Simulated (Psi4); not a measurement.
Psi4 input (wB97X-D/6-311+G**):

```
memory 1500 MB

molecule {
0 2
C     1.63405200   -0.78101500   -0.41883300
Si    0.03078500    0.00595900    0.01492700
C    -1.42168800   -0.68290800   -0.92196300
O    -0.10613300   -0.24258500    1.64486000
O     0.02258700    1.61902600   -0.36069100
H     2.23291600   -1.32681100    0.30129600
H     2.04570400   -0.75088100   -1.42196500
H    -1.55596700   -1.74499400   -0.71056500
H    -1.28047300   -0.56364500   -1.99798400
H    -2.34174500   -0.15949200   -0.65004900
H    -0.89569600    0.08801600    2.08029600
H     0.75845400    2.14639400   -0.03858200
symmetry c1
no_reorient
no_com
}

set {
  basis 6-311+G**
  reference uks
  scf_type df
  df_basis_scf def2-universal-jkfit
  dft_radial_points 99
  dft_spherical_points 590
  e_convergence 1e-8
  d_convergence 1e-7
  maxiter 150
}

e = energy('wb97x-d')
print_out(f'\nFINAL {e:.10f} DIPOLE {variable("CURRENT DIPOLE")[0]:.6f} {variable("CURRENT DIPOLE")[1]:.6f} {variable("CURRENT DIPOLE")[2]:.6f}\n')
```

Output:

```
   => Loading Basis Set <=

    Name: 6-311+G**
    Role: ORBITAL
    Keyword: BASIS
    atoms 1, 3 entry C          line   129 file 6-311pgss.gbs
    atoms 2    entry SI         line   351 file 6-311pgss.gbs
    atoms 4-5  entry O          line   171 file 6-311pgss.gbs
    atoms 6-12 entry H          line    42 file 6-311pgss.gbs

   => WB97X-D: Empirical Dispersion <=

    Chai and Head-Gordon Dispersion Correction
    Chai, J.-D.; Head-Gordon, M. (2010), J. Chem. Phys., 132: 6615-6620

        s6 =       1.000000

         ---------------------------------------------------------
                                   SCF
               by Justin Turney, Rob Parrish, Andy Simmonett
                          and Daniel G. A. Smith
                              UKS Reference
         ---------------------------------------------------------

  ==> Geometry <==

    Molecular point group: c1
    Full point group: C1

    Geometry (in Angstrom), charge = 0, multiplicity = 2:

       Center              X                  Y                   Z               Mass
    ------------   -----------------  -----------------  -----------------  -----------------
         C            1.634052000000    -0.781015000000    -0.418833000000    12.000000000000
         SI           0.030785000000     0.005959000000     0.014927000000    27.976926534650
         C           -1.421688000000    -0.682908000000    -0.921963000000    12.000000000000
         O           -0.106133000000    -0.242585000000     1.644860000000    15.994914619570
         O            0.022587000000     1.619026000000    -0.360691000000    15.994914619570
         H            2.232916000000    -1.326811000000     0.301296000000     1.007825032230
         H            2.045704000000    -0.750881000000    -1.421965000000     1.007825032230
         H           -1.555967000000    -1.744994000000    -0.710565000000     1.007825032230
         H           -1.280473000000    -0.563645000000    -1.997984000000     1.007825032230
         H           -2.341745000000    -0.159492000000    -0.650049000000     1.007825032230
         H           -0.895696000000     0.088016000000     2.080296000000     1.007825032230
         H            0.758454000000     2.146394000000    -0.038582000000     1.007825032230

  Running in c1 symmetry.

  Rotational constants: A =      0.12772  B =      0.11549  C =      0.11532 [cm^-1]
  Rotational constants: A =   3828.85230  B =   3462.21174  C =   3457.21995 [MHz]
  Nuclear repulsion =  245.927277043094193

  Charge       = 0
  Multiplicity = 2
  Electrons    = 49
  Nalpha       = 25
  Nbeta        = 24

  ==> Algorithm <==

[...]
    Beta Virtual:

      25A     -0.028091    26A      0.048875    27A      0.071467
      28A      0.080022    29A      0.086614    30A      0.112124
      31A      0.119656    32A      0.128232    33A      0.131400
      34A      0.137208    35A      0.162960    36A      0.168046
      37A      0.173142    38A      0.190530    39A      0.198377
      40A      0.204604    41A      0.229436    42A      0.233607
      43A      0.244338    44A      0.253512    45A      0.260014
      46A      0.268609    47A      0.289056    48A      0.308633
      49A      0.323235    50A      0.334849    51A      0.344479
      52A      0.349349    53A      0.353872    54A      0.376953
      55A      0.380201    56A      0.403838    57A      0.408245
      58A      0.427497    59A      0.470256    60A      0.494589
      61A      0.518643    62A      0.563757    63A      0.572642
      64A      0.596057    65A      0.610633    66A      0.645866
      67A      0.680448    68A      0.709898    69A      0.724384
      70A      0.730100    71A      0.743257    72A      0.748661
      73A      0.788256    74A      0.812580    75A      0.873332
      76A      0.914576    77A      0.943142    78A      0.985997
      79A      0.996715    80A      1.023341    81A      1.130452
      82A      1.151669    83A      1.171044    84A      1.176665
      85A      1.183123    86A      1.207642    87A      1.227408
      88A      1.261743    89A      1.271330    90A      1.384295
      91A      1.428960    92A      1.453378    93A      1.491131
      94A      1.498954    95A      1.525538    96A      1.545429
      97A      1.575632    98A      1.595440    99A      1.608914
     100A      1.648427   101A      1.675792   102A      1.678880
     103A      1.731491   104A      1.797246   105A      1.804100
     106A      1.846821   107A      1.849339   108A      1.895558
     109A      1.935244   110A      1.962114   111A      2.039854
     112A      2.138210   113A      2.144223   114A      2.156140
     115A      2.257589   116A      2.295472   117A      2.304177
     118A      2.543548   119A      2.563450   120A      2.589504
     121A      2.612396   122A      2.622121   123A      2.628447
     124A      2.643644   125A      2.654785   126A      2.684224
     127A      2.698041   128A      2.804726   129A      2.926602
     130A      2.939965   131A      2.978868   132A      3.059165
     133A      3.137606   134A      3.159549   135A      3.204587
     136A      3.206716   137A      3.260028   138A      3.426003
     139A      3.452888   140A      3.488491   141A      3.851376
     142A      3.856132   143A      3.860007   144A      3.923531
     145A      3.977260   146A      5.084036   147A      5.123396
     148A      5.129226   149A      5.223529   150A      5.594941
     151A      5.632940   152A      5.955382   153A     11.597524
     154A     11.626707   155A     11.654700   156A     23.963424
     157A     24.082013   158A     50.046557   159A     50.056527
     160A    141.426194

    Final Occupation by Irrep:
              A
    DOCC [    24 ]
    SOCC [     1 ]
    NA   [    25 ]
    NB   [    24 ]

  @DF-UKS Final Energy:  -520.42555478285033

   => Energetics <=

    Nuclear Repulsion Energy =            245.9272770430941932
    One-Electron Energy =               -1205.2411790034816477
    Two-Electron Energy =                 475.3209744526255349
    DFT Exchange-Correlation Energy =     -36.4285391021366678
    Empirical Dispersion Energy =          -0.0040881729517395
    VV10 Nonlocal Energy =                  0.0000000000000000
    Total Energy =                       -520.4255547828503268

  UHF NO Occupations:
  HONO-2 :   23  A 1.9997051
  HONO-1 :   24  A 1.9988891
  HONO-0 :   25  A 1.0000000
  LUNO+0 :   26  A 0.0011109
  LUNO+1 :   27  A 0.0002949
  LUNO+2 :   28  A 0.0002282
  LUNO+3 :   29  A 0.0001159

Computation Completed

Properties will be evaluated at   0.000000,   0.000000,   0.000000 [a0]

Properties computed using the SCF density matrix

 Multipole Moments:

 ------------------------------------------------------------------------------------
     Multipole            Electronic (a.u.)      Nuclear  (a.u.)        Total (a.u.)
 ------------------------------------------------------------------------------------

 L = 1.  Multiply by 2.5417464519 to convert [e a0] to [Debye]
 Dipole X            :          0.0042325           -0.0000019            0.0042306
 Dipole Y            :          0.0636923            0.0000057            0.0636979
 Dipole Z            :          0.0370764            0.0000019            0.0370783
 Magnitude           :                                                    0.0738250

 ------------------------------------------------------------------------------------

FINAL -520.4255547829 DIPOLE 0.004231 0.063698 0.037078

*** Psi4 exiting successfully. Buy a developer a beer!
```

The geometry given is a B3LYP-D3(BJ)/def2-TZVP minimum.
